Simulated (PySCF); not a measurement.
Several molecules and their computed UV-vis stick spectra, shuffled. Method: TDDFT B3LYP/def2-SVPD, vertical, gas phase, core orbitals frozen in the response (PySCF 2.14.0, density-fitted response routines). Geometries: PBE0-D3(BJ)/def2-SVP; one conformer of each isolated species. Triplets are in the Tamm–Dancoff approximation. Relativistic effects are left out although some hold elements past zinc.

A. `C#CN=C=S`
B. `C[O][Al]([O]C)[O]C`
C. `C[S][GaH2-][NH3+]`
D. `B[C@H]1CC[CH2][AlH]1`
E. `CC[Si](F)(F)F`

Lowest singlet levels (six at most, fewer where fewer were computed) with oscillator strengths:

1. 5.92 eV (f 0.000 summed over 2 states); 6.36 eV (f 0.020 summed over 3 states); 6.70 eV (f 0.036); 7.47 eV (f 0.215 summed over 2 states) [of 10 roots; the last level is left out, as the window may have cut its degenerate partner]; T1 5.74 eV
2. 4.51 eV (f 0.050); 5.32 eV (f 0.010); 5.43 eV (f 0.003); 5.62 eV (f 0.036); 5.86 eV (f 0.001); 6.13 eV (f 0.016); T1 4.31 eV
3. 8.36 eV (f 0.022); 9.10 eV (f 0.101); 9.14 eV (f 0.000); 9.71 eV (f 0.019); 9.75 eV (f 0.005); 9.88 eV (f 0.022); T1 8.10 eV
4. 4.37 eV (f 0.015); 4.78 eV (f 0.002); 5.51 eV (f 0.000); 5.97 eV (f 0.008); 6.23 eV (f 0.005); 6.34 eV (f 0.116)
5. 4.12 eV (f 0.000); 4.26 eV (f 0.000 summed over 2 states); 6.11 eV (f 0.000); 6.29 eV (f 0.000 summed over 2 states); 6.40 eV (f 0.096 summed over 2 states); 6.71 eV (f 2.197) [of 10 roots; the last level is left out, as the window may have cut its degenerate partner]; T1 3.53 eV

Question: Match each spectrum to its molecule.

Answer: 1 = B, 2 = C, 3 = E, 4 = D, 5 = A.
- A: S1 at 4.12 eV, HOMO-1/HOMO→LUMO/LUMO+1 (≥83%); Löwdin shares by element: HOMO (one of a set within 0.03 eV) sulfur 37%, carbon 37% or more, nitrogen 14%; LUMO (one of a set within 0.03 eV) carbon 44% or more, sulfur 26%, nitrogen 16%; HOMO -7.15 and LUMO -1.67 eV; point group C∞v, 6 of its 9 listed states under f = 0.0005.
- B: S1 at 5.92 eV, HOMO-1/HOMO→LUMO (98%); Löwdin shares by element: HOMO (one of a set within 0.03 eV) oxygen 61% or more, carbon 16% or more (atoms not listed hold the other 23%); LUMO aluminium 56%, oxygen 25% (atoms not listed hold the other 20%); HOMO -7.71 and LUMO -0.73 eV.
- C: S1 at 4.51 eV, HOMO→LUMO (99%); Löwdin shares by element: HOMO sulfur 74%, carbon 11%, gallium 6%; LUMO hydrogen 28% or more, gallium 26%, nitrogen 15% (atoms not listed hold the other 30%); HOMO -5.94 and LUMO -0.77 eV.
- D: S1 at 4.37 eV, HOMO→LUMO (97%); Löwdin shares by element: HOMO carbon 49% or more, aluminium 15%, boron 13% (atoms not listed hold the other 23%); LUMO aluminium 44%, boron 13%, carbon 12% or more, hydrogen 9% or more (atoms not listed hold the other 21%); HOMO -7.20 and LUMO -1.84 eV.
- E: S1 at 8.36 eV, HOMO→LUMO (98%); Löwdin shares by element: HOMO carbon 49%, silicon 14%, hydrogen 10% or more (atoms not listed hold the other 27%); LUMO silicon 34%, carbon 26%, hydrogen 6% or more (atoms not listed hold the other 34%); HOMO -9.49 and LUMO -0.16 eV.
C and D have S1 within 0.15 eV of each other; their strongest listed levels stand at 4.51 eV (f 0.050) and 6.34 eV (f 0.116).

A slash joins orbitals within 0.01 eV of each other, whose weights are summed (≥ marks a lower bound).
